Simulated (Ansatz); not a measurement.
`O=C[O][GeH3]` + `[Cl][AlH][Cl]` → `[Cl][Al]([Cl])[GeH3]` + `O=CO` at 400 K and 1 bar (formal exchange of groups at a Ge–O bond).

Gas-phase electronic energies from Ansatz, PBE0-D4/def2-TZVP geometries. CCSD(T)/CBS adds triple-zeta CCSD(T) − MP2 to the extrapolated MP2 energy (def2 sets, frozen cores). This one scheme is used for every species. For Ge outer-core shells are correlated without core-valence functions, which leaves a few kJ/mol of doubt a bond. Scalar relativity is left out up to krypton. Each species was taken in one conformer, which may not be the lowest.

| species | CCSD(T)/CBS energy (Eh) | H − E (kJ/mol) | S (J/(mol·K)) |
| --- | --- | --- | --- |
| `O=C[O][GeH3]` | -2266.92775 | 150.8 | 339.1 |
| `[Cl][AlH][Cl]` | -1162.30651 | 46.2 | 307.4 |
| `[Cl][Al]([Cl])[GeH3]` | -3239.63177 | 102.4 | 415.8 |
| `O=CO` | -189.60296 | 105.1 | 262.3 |

H − E and S are ideal-gas, rigid-rotor, harmonic terms from PBE0-D4/def2-TZVP, for one conformer and one mirror image of each species. 1 Eh = 2625.50 kJ/mol, R = 8.31446 J/(mol·K).

Task: By hand: ΔE, ΔH, ΔS and ΔG.

Result: ΔE = (-3239.63177) + (-189.60296) − (-2266.92775) − (-1162.30651) = -0.00047 Eh = -1.2 kJ/mol. Δ(H − E) = 102.4 + 105.1 − 150.8 − 46.2 = 10.5, so ΔH = 9.3 kJ/mol. ΔS = 415.8 + 262.3 − 339.1 − 307.4 = 31.6 J/(mol·K). ΔG = 9.3 − 400 × (31.6)/1000 = -3.3 kJ/mol.

Task: By hand: the equilibrium constant, and the temperature at which ΔG would vanish if ΔH and ΔS stayed fixed.

Result: log₁₀ K = −ΔG/(RT ln 10) = 0.4. ΔG = 0 at ΔH/ΔS = 294 K, though so small a ΔH makes that figure unsure.

TΔS isn't small against ΔH here. The sign of ΔG lies within the doubt. A doubt of 5 kJ/mol in ΔE shifts log₁₀ K by 0.7 here. Other conformers and mirror images would add mixing entropy, several J/(mol·K) or more a flexible species. Modes under 60 cm⁻¹, often nearly free rotors, make the harmonic entropy too high. These are equilibria of isolated gas molecules and say nothing of rates. Largest T1 diagnostic: 0.016 (customary marks: 0.02 for closed shells, 0.045 for open ones).
